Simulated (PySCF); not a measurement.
Compound: C3H9Tl.
SMILES with atom numbers: `[CH3:1][Tl:2]([CH3:3])[CH3:4]` (hydrogens: H5, H6, H7 on C1; H8, H9, H10 on C3; H11, H12, H13 on C4)

A GFN2-xTB structure was refined with PBE0-D3(BJ)/def2-SVP geometry optimisation, gas phase, def2 core potentials past Kr (PySCF 2.14.0). Its GFN2-xTB values:

```csv
coordinate,GFN2-xTB
C1–Tl2,2.311 Å
C1–H5,1.105 Å
Tl2–C3,2.322 Å
C1–Tl2–C3,119.5°
C1–Tl2–C4,120.8°
Tl2–C1–H5,110.0°
Tl2–C1–H6,113.3°
Tl2–C1–H7,111.9°
H5–C1–H6,108.0°
H5–C1–H7,106.3°
```

Q: How do these coordinates change at the PBE0-D3(BJ)/def2-SVP level?

A: 
| coordinate | PBE0-D3(BJ)/def2-SVP (Å or °) | change |
| --- | --- | --- |
| Tl2–C3 | 2.225 | -0.097 |
| C1–Tl2 | 2.227 | -0.084 |
| C1–H5 | 1.101 | -0.004 |
| Tl2–C1–H6 | 110.5 | -2.8 |
| H5–C1–H7 | 108.8 | +2.5 |
| C1–Tl2–C4 | 119.1 | -1.7 |
| Tl2–C1–H5 | 108.4 | -1.6 |
| Tl2–C1–H7 | 110.7 | -1.2 |
| C1–Tl2–C3 | 120.5 | +1.0 |
| H5–C1–H6 | 108.5 | +0.5 |

The energy falls by 22.5 kJ/mol over 5 energy and gradient evaluations, the largest force component goes from 0.0346 to 3.4e-04 Eh/bohr, and the atoms move by 0.110 Å rms after alignment. The bond that changes most is Tl2–C3 (ends: thallium bonded to 3 C; methyl carbon), which shortens by 0.097 Å. Bonds longer at the end by more than 0.005 Å: 5 of 12; shorter: 4. Rotational constants go from 3703, 3690, 1914 to 4008, 3944, 2066 MHz.

The run used 113 basis functions and 32 SCF cycles in all.

No frequency check.
